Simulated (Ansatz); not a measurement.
Reaction (redistribution): `ClB1CCO1` + `O=C=[N][AlH][F]` → `B1CCO1` + `O=C=[N][Al]([F])[Cl]`

Program: Ansatz. Geometries: PBE0-D4/def2-TZVP. ΔE: electronic, gas phase. CBS: MP2 limit from def2 TZ/QZ plus the TZ coupled-cluster correction, frozen cores. This one scheme is used for every species. DFT in def2-TZVPP. One conformer a species, not always the lowest.

`ClB1CCO1`:

Cartesian coordinates in Å:
```
Cl 0.926 -2.547 0.876
B 0.231 -1.021 0.405
C 0.670 0.264 -0.388
C -0.768 0.645 -0.015
O -1.031 -0.606 0.694
H 1.449 0.882 0.058
H 0.862 0.149 -1.454
H -0.874 1.485 0.672
H -1.464 0.748 -0.849
```

`O=C=[N][AlH][F]`:

```xyz
6

O     0.069   -2.669    1.158
C     0.050   -1.607    0.683
N     0.033   -0.517    0.190
Al   -0.013    1.095   -0.503
F    -0.810    2.260    0.334
H     0.671    1.439   -1.862
```

`B1CCO1`:

Z-matrix (Å, degrees):
```
C
C 1 1.533
B 1 2.006 2 50.9
O 1 1.455 2 93.7 3 0.0
H 1 1.092 2 116.1 3 -114.4
H 1 1.092 2 116.1 3 114.4
H 2 1.091 1 115.4 3 -115.8
H 2 1.091 1 115.4 3 115.8
H 3 1.195 1 171.2 2 180.0
```

`O=C=[N][Al]([F])[Cl]`:

```xyz
6

O     1.385   -0.187   -2.591
C     0.873   -0.068   -1.554
N     0.352    0.062   -0.485
Al   -0.501    0.128    1.032
F    -0.086    1.263    2.129
Cl   -2.022   -1.197    1.469
```

Question: Is it downhill or uphill in electronic energy at CCSD(T)/CBS, and by how much? (An estimate is asked.)

Answer: The calculation gave: Downhill: ΔE = -59.6 kJ/mol.

Question: What do these levels give: revPBE-D4, B2PLYP, revPBE, LC-ωPBE, MP2/def2-SVP, MP2/def2-TZVPP? (Estimate.)

Answer: The calculation gave: revPBE-D4 -47.4, B2PLYP -56.5, revPBE -49.1, LC-ωPBE -56.3, MP2/def2-SVP -46.1, MP2/def2-TZVPP -55.4 kJ/mol.

Largest T1 diagnostic among the species: 0.016.

In def2-TZVPP, CCSD(T) changes the Hartree–Fock value by +11.5 kJ/mol (the triples alone add +2.5 kJ/mol) and MP2 by +11.7 kJ/mol. Leaving LDA and LC-ωPBE aside and taking each functional with its dispersion term where it has one, the values, not all of them listed here, spread over 16.8 kJ/mol, from BHLYP-D4 to B97M-V. LDA lies +5.6 kJ/mol from PBE without D4. From BLYP to BHLYP (50 % exact exchange), in def2-TZVPP and without D4, ΔE moves by −8.6 kJ/mol.
